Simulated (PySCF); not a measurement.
Gas-phase reaction: CrO3 + 3 F → CrO2F2 + FO

Method: PySCF energies plus ideal-gas RRHO corrections (1 bar). S°(298 K) at PBE0/def2-TZVP differs from the NASA 1993 table for CrO3 (+11 J/mol/K); whether the harmonic model or the table's entry is off was not settled. † marks an energy on the PBE0/def2-TZVP geometry and frequencies; other levels use their own. MP2 freezes the core. 6-31G* has spherical d functions here. Open shells (unrestricted): F (multiplicity 2, electronic degeneracy 6), FO (multiplicity 2, electronic degeneracy 4); the rest are closed-shell singlets. Spin-orbit splitting is ignored; it lowers the true energy and changes the entropy of F, FO. MP2 isn't extrapolated to the basis-set limit; its ΔH°(298 K) is -662.5 kJ in def2-SVP and -672.9 kJ in def2-TZVPP. The harmonic model lacks anharmonicity and excited electronic states, which grow with temperature; levels with a mode under 35 cm⁻¹ are left out. Strong static correlation: CrO3.

```csv
level,"ΔE electronic, kJ","ΔH°(298 K), kJ","ΔS°(298 K), J/K","ΔG°(1600 K), kJ"
HF/6-31G*,-377,-368,-246,39
HF/def2-TZVP†,-360,-353,-239,40
M06-2X/def2-TZVP†,-681,-674,-239,-281
MP2/def2-SVP†,-669,-662,-239,-270
r2SCAN/def2-TZVP†,-732,-725,-239,-332
```
ΔH° is lowest at r2SCAN/def2-TZVP† and highest at HF/def2-TZVP†. No reference value is set beside these.
